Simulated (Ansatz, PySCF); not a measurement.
Species: SnH3 (charge 0, doublet). 
Coordinates optimised at B3LYP-D3(BJ)/def2-TZVP (Ansatz, a quantum-chemistry and plane-wave program):
```xyz
4

Sn    -0.0223     0.0222    -0.0102
H      0.2617    -1.1367    -1.2542
H     -0.6051    -0.7889     1.3947
H      1.4594     0.8166     0.3703
```
Charge 0, spin multiplicity 2.

Quantity: vertical electron affinity (to the singlet state of charge -1; a negative value means that the extra electron is unbound and the number depends on the basis; each state is the SCF solution reached for its spin; the molecule has degenerate orbitals, so one determinant may break the symmetry), in eV. Valence correlation only, unless marked. UHF or UKS for open shells. Spin-orbit coupling is left out. Frozen are the shells of the preceding noble gas and the d and f shells that filled before the atom's block. In def2 rows, elements after Kr have scalar-relativistic effective core potentials. Anions need diffuse functions: def2-D sets add few. Basis-set limits of correlation are two-point, X^-3; Hartree-Fock from the larger set.

```
level                                program  vertical electron affinity (eV)
-----------------------------------  -------  -------------------------------
PBE/def2-TZVPD                        Ansatz                             1.30
BHLYP/def2-TZVPD                      Ansatz                             1.20
M06-2X/def2-TZVPD                      PySCF                             1.05
CAM-B3LYP/def2-TZVPD                  Ansatz                             1.35
RI-MP2/CBS(def2-TZVPPD,def2-QZVPPD)   Ansatz                             1.19
SCS-MP2/def2-TZVPPD                   Ansatz                             1.07
CCSD/def2-TZVPPD                      Ansatz                             1.12
CCSD/def2-QZVPPD                      Ansatz                             1.18
CCSD(T)/def2-TZVPPD                   Ansatz                             1.17
```
